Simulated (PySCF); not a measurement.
**Dipole response of Mg⁺ (magnesium, charge +1)**

[Ne] 3s1, 2S determinant. Computed with PySCF 2.14 in aug-cc-pCVQZ-DK (10s9p7d5f3g, 134 functions), with scalar relativity by spin-free X2C-1e. Coupled (time-dependent) response in atomic units; α is the mean over directions.

```csv
method,mean α (bohr³),C₆ (like pair),S(−4)
UHF,38.52,177.7,1573
PBE,33.38,143.5,1192
PBE0,34.88,153.1,1299
TPSSh,36.68,165.4,1429
```

S(−4) is the Cauchy moment in α(ω) = α(0) + S(−4) ω² + …

α(iu) at UHF:

```csv
u (hartree),α(iu) (bohr³)
0,38.52
0.0500,34.96
0.100,27.40
0.200,14.84
0.300,8.568
0.500,3.856
0.750,2.042
1.00,1.344
1.50,0.7960
2.00,0.5702
3.00,0.3614
5.00,0.1935
```

A single London oscillator, α(iu) = α/(1 + u²/ω²), gives C₆ = (3/4) ω α². Matching the computed C₆ needs ω = 4 × 177.7 / (3 × 38.52²) = 0.160 hartree.

For an ion, C₆ is the dispersion term alone; charge-induced terms of lower order in 1/R come first.
